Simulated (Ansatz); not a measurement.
The cluster K6. Charge 0, multiplicity 3. Geometry PBE0/def2-SVP, that of the neutral singlet; atoms count from 1.

| atom | x (Å) | y (Å) | z (Å) |
| --- | --- | --- | --- |
| K1 | -2.421 | -0.183 | -2.909 |
| K2 | -2.555 | -2.859 | 0.731 |
| K3 | 0.509 | -1.201 | 3.685 |
| K4 | 1.212 | -1.071 | -0.652 |
| K5 | 2.350 | 2.421 | 1.713 |
| K6 | 0.905 | 2.894 | -2.568 |

The charge 0 triplet is spin-contaminated (final ⟨S²⟩ up to 2.14, 2.00 for a pure state). At PBE0/def2-TZVP a singlet of charge 0 lies 0.52 eV below the triplet at the same geometry. That singlet is doubtful there (restricted singlet, unstable towards broken spin symmetry at other levels and untested here). The structure comes from a short search, and lower isomers may exist.

Question: Estimate the Mulliken populations from the PBE0/def2-TZVP orbitals of Ansatz.

Answer: 
```csv
atom,charge (e),spin (α − β)
K1,0.02,0.39
K2,0.04,0.20
K3,0.01,0.10
K4,-0.07,0.51
K5,0.02,0.74
K6,-0.02,0.06
```
Mulliken values and Mayer orders depend strongly on the basis.

Question: Where does the spin sit?

Answer: Summed by element: K 2.00, of 2 unpaired in all. Largest on single atoms: K5 0.74, K4 0.51, K1 0.39.

Question: And the Mayer bond orders between bonded heavy atoms (over 0.3)?

Answer: K1–K2 0.38 (4.52 Å); K1–K6 0.38 (4.54 Å); K2–K3 0.44 (4.57 Å); K3–K5 0.30 (4.52 Å); K4–K6 0.31 (4.41 Å).
